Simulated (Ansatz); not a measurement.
Task: Name a neutral molecule of C, Ge and H with HOMO–LUMO gap (PBE0/def2-TZVPP) between 6.80 and 7.10 eV and size of the dipole moment (B3LYP/def2-TZVPP) between 0.10 and 0.40 D (Ansatz, PBE0-D4/def2-TZVP geometry).

Result: `C=[CH][Ge]([CH]=C)([CH]=C)[CH]=C` (7.09 eV, 0.13 D). Other molecules can fit too; these were computed, each in one conformer that needn't be the lowest.

B3LYP here is the variant with VWN-RPA as its local correlation; programs differ in this.
